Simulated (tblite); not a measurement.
Species: C₆H₆N (doublet state).
SMILES: `C1CC=C([CH]1)C#N`

Calculated harmonic vibrations of the isolated species, GFN2-xTB (tblite), most abundant isotopes, no scaling. Against measured fundamentals such values can be off by several per cent, at times by over 20. Open shells enter through the occupations alone, without spin polarisation, and single modes of such species can be off by tens of per cent.

Harmonic wavenumbers (cm⁻¹): 143.6, 153.2, 157.0, 389.4, 530.4, 532.5, 579.2, 638.1, 644.8, 708.1, 788.8, 938.4, 955.8, 988.6, 1004.6, 1085.5, 1100.7, 1153.3, 1171.3, 1191.4, 1269.1, 1290.0, 1366.6, 1445.2, 1459.1, 1506.4, 2386.3, 2906.2, 2922.4, 2944.6, 2955.1, 3151.7, 3156.1.

A = 7937, B = 1858, C = 1534 MHz; mass 92.050 u (most abundant isotopes); point group C2v, symmetry number 2; spin multiplicity 2.

Problem. Zero-point energy?

Solution. Half the sum of the wavenumbers: 21807 cm⁻¹ = 62.35 kcal/mol.

Problem. Entropy at 400 K, 1 bar (ideal gas, RRHO, classical rotation)?

Solution. Translation 40.96, rotation 26.55, vibration 18.92, spin (R ln 2) 1.38: S = 87.8 cal/(mol K).

Problem. And Cp and H(400 K) − H(0)?

Solution. Cp = 32.79 cal/(mol K), of which vibrations give 24.84 (their classical limit is 33 R = 65.6); H(400 K) − H(0) = 7.61 kcal/mol without the zero-point energy, 4.43 from vibrations.

Problem. How do the functions run with temperature in this model?

Solution. 
| T (K) | S (cal/(mol K)) | Cp (cal/(mol K)) | H − H(0) (kcal/mol) | G − H(0) (kcal/mol) | ln q(vib) |
| --- | --- | --- | --- | --- | --- |
| 150 | 65.9 | 15.1 | 1.65 | -8.22 | 0.85 |
| 250 | 75.1 | 21.9 | 3.49 | -15.28 | 1.98 |
| 298.15 | 79.3 | 25.5 | 4.63 | -19.00 | 2.58 |
| 600 | 103.3 | 43.7 | 15.33 | -46.66 | 6.84 |
| 900 | 123.1 | 53.7 | 30.07 | -80.71 | 11.22 |

q(vib) and H(0) count from the zero-point level.

Problem. What must be added to the electronic energy to get the Gibbs energy at 400 K and 1 bar?

Solution. ZPE + [H(400 K) − H(0)] − T·S = 62.35 + 7.61 − 35.12 = 34.84 kcal/mol.

Problem. Which modes carry the vibrational entropy at 400 K?

Solution. 143.6 cm⁻¹: 3.32; 153.2 cm⁻¹: 3.20; 157.0 cm⁻¹: 3.15; 389.4 cm⁻¹: 1.47; 530.4 cm⁻¹: 0.98; 532.5 cm⁻¹: 0.97 cal/(mol K); the other 27 give 5.83 together.

Problem. Blend soft modes into free rotors: weight 1/[1 + (100 cm⁻¹/ν̃)⁴] for the oscillator and the rest for a rotor with moment μB/(μ + B), μ = h/(8π²ν), B = 10⁻⁴⁴ kg m². What vibrational entropy results?

Solution. 18.69 cal/(mol K) in place of 18.92, which changes −T·S at 400 K by +0.09 kcal/mol.

Hindered rotation and anharmonicity are outside this model.
